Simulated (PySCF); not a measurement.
C5H12Si.
Structure used (PBE0-D3(BJ)/def2-SVP), in Å, numbered top down from 1:
```
atom  x, y, z in Å
C1    -1.5576   -1.2425    0.2639
C2    -0.8522    0.0466   -0.1514
C3    -1.7024    1.2715    0.1602
C4     0.5179    0.1464    0.4983
C5     1.6445   -0.7672   -0.0083
Si6    1.9499    1.0500   -0.2887
H7    -2.5209   -1.3596   -0.2574
H8    -1.7608   -1.2422    1.3478
H9    -0.9410   -2.1259    0.0405
H10   -0.7019    0.0080   -1.2471
H11   -2.6916    1.2075   -0.3191
H12   -1.8646    1.3674    1.2468
H13   -1.2114    2.1940   -0.1855
H14    0.4646    0.2169    1.5945
H15    2.2275   -1.3144    0.7402
H16    1.4039   -1.3831   -0.8833
H17    1.7833    1.5851   -1.6645
H18    2.9346    1.7719    0.5559
```

Method: TDDFT CAM-B3LYP/def2-SVPD, vertical, gas phase, core orbitals frozen in the response in PySCF.

| state | E (eV) | ν̃ (cm⁻¹) | f | main configurations (H = HOMO, L = LUMO) |
| --- | --- | --- | --- | --- |
| S1 | 6.28 | 50680 | 0.187 | H→L (82%), H→L+1 (11%) |
| S2 | 6.35 | 51250 | 0.024 | H→L+1 (54%), H→L+3 (30%), H→L (12%) |
| S3 | 6.80 | 54860 | 0.014 | H→L+2 (60%), H→L+4 (22%) |
| S4 | 6.91 | 55730 | 0.037 | H→L+4 (39%), H→L+3 (20%), H→L+2 (11%) |
| S5 | 7.12 | 57460 | 0.0024 | H-1→L (22%), H→L+3 (15%), H→L+2 (14%) |
| S6 | 7.45 | 60090 | 0.0068 | H-1→L (36%), H→L+7 (21%), H→L+3 (14%) |
| S7 | 7.53 | 60740 | 0.0087 | H→L+7 (37%), H-1→L (24%), H→L+4 (13%) |
| S8 | 7.72 | 62280 | 0.0024 | H→L+5 (39%), H-1→L+1 (17%), H→L+6 (14%) |
| S9 | 8.02 | 64660 | 0.0007 | H-1→L+1 (53%), H-1→L+3 (18%), H→L+5 (11%) |
| S10 | 8.12 | 65470 | 0.058 | H→L+6 (46%), H→L+5 (20%) |

Triplets, Tamm–Dancoff:

```csv
state,E (eV),λ (nm),"main configurations (H = HOMO, L = LUMO)"
T1,4.93,251.4,H→L (84%)
T2,6.15,201.6,"H→L+1 (51%), H→L+3 (28%)"
T3,6.27,197.6,"H→L+2 (35%), H-1→L (14%), H→L+6 (12%)"
T4,6.58,188.6,"H→L+4 (42%), H→L+7 (36%)"
```

The lowest singlet comes at 197 nm (606 kJ/mol) in the vacuum ultraviolet; it is strong; its leading configuration is HOMO→LUMO (82%). The lowest level is also the most intense of those listed (f = 0.187). Löwdin shares by element: HOMO carbon 52% or more, silicon 30% (atoms not listed hold the other 18%); LUMO silicon 31%, hydrogen 21% or more, carbon 11% or more (atoms not listed hold the other 36%). The oscillator strengths of these states sum to 0.341; summed over the whole spectrum of an exact calculation they would give the number of electrons, 56 (Thomas–Reiche–Kuhn). Weighted by f, the mean energy of these states is 6.76 eV. Orbital energies (eV): HOMO-3 -10.94, HOMO-2 -10.49, HOMO-1 -9.47, HOMO -7.95, LUMO 1.15, LUMO+1 1.43, LUMO+2 1.69. All these states lie below the vertical ionisation energy of 8.67 eV (ΔSCF). Singlets were solved by full linear response, triplets in the Tamm–Dancoff approximation.

One conformer stands for the species.
